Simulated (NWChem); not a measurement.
Species: HO$_{2}$, doublet; SMILES [O]O

```xyz
3

O      0.0923     0.5911     0.0000
O      0.0111    -0.7065     0.0000
H     -0.8272     0.9232     0.0000
```
Atoms are numbered in this order, from 1.

Results from NWChem. Spin-unrestricted. In the optimisation the excess spin sits in a" (Cs, its own frame). Structure relaxed at the PBE0/def2-SVP, spin-unrestricted level. No stability test was run on the SCF state.

Question: Predict the results for PBE/def2-SVP. Quantities: highest occupied level (eV); lowest empty minus highest occupied level, either spin (eV); dipole (D); <S²>.

Answer: 
```
Quantity                                                     Result
-----------------------------------------------------------  ------
highest occupied level (eV)                                   -5.53
lowest empty minus highest occupied level, either spin (eV)    1.46
dipole (D)                                                     2.31
<S²>                                                          0.751
```
